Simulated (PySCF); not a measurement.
Start geometry of `C[O][Sb]([O]C)[O]C` (Sb(OMe)3) from GFN2-xTB (Å):
```
atom  x, y, z in Å
Sb1    0.0786   -0.0935    1.4824
O2     1.4467    0.7885    0.3690
C3     2.4512   -0.0027   -0.1475
H4     3.3904   -0.1260    0.6233
H5     2.9238    0.5224   -1.0040
H6     2.1396   -0.9546   -0.4631
O7    -1.4040    0.8885    0.4523
C8    -1.1776    2.1795   -0.1378
H9    -1.4798    2.9708    0.6475
H10   -1.9009    2.2243   -0.9519
H11   -0.2213    2.2794   -0.4333
O12   -0.0301   -1.6462    0.3420
C13   -1.3744   -2.1364   -0.1189
H14   -1.7818   -2.7861    0.7103
H15   -1.1059   -2.8119   -0.9703
H16   -1.9889   -1.3299   -0.3337
```

Question: What comes out of this run: PBE0-D3(BJ)/def2-SVP geometry optimisation, gas phase, def2 core potentials past Kr (PySCF 2.14.0)?

Answer: 
```
atom  x, y, z in Å
Sb1    0.1116    0.1829    1.9991
O2     1.7478    0.3712    0.8923
C3     2.0105   -0.4196   -0.2367
H4     3.1013   -0.4600   -0.3920
H5     1.5550    0.0061   -1.1509
H6     1.6407   -1.4537   -0.1242
O7    -1.0385    1.4179    0.9573
C8    -0.6944    1.9220   -0.3060
H9    -1.2165    2.8815   -0.4568
H10   -1.0041    1.2379   -1.1185
H11    0.3900    2.1015   -0.4077
O12   -0.5397   -1.5066    1.1891
C13   -1.3512   -1.5564    0.0458
H14   -1.9051   -2.5099    0.0483
H15   -0.7549   -1.5154   -0.8854
H16   -2.0869   -0.7333    0.0128
```

The energy falls by 1.106 eV over 29 energy and gradient evaluations, the largest force component goes from 0.0911 to 3.6e-04 Eh/bohr, and the atoms move by 0.840 Å rms after alignment. The bond that changes most is C3–H4 (ends: carbon bonded to O and 3 H; hydrogen on carbon), which shortens by 0.119 Å. Bonds longer at the end by more than 0.005 Å: 7 of 15; shorter: 7. Among the angles that change most is O12–C13–H15, from 102.4° to 111.9°. Among the dihedrals that turn most is Sb1–O12–C13–H15, from 164° to 85°. The orientation of the end geometry is arbitrary; only internal coordinates are fixed.

The run used 155 basis functions and 218 SCF cycles in all. Time: 5.5 min; peak memory 0.61 GiB. Hardware: one thread, Arm Neoverse V2 (aarch64), shared host with 32 logical CPUs at a one-minute load of 31.

Whether it is a minimum is left open (no frequencies). The numbers are those of one conformer.
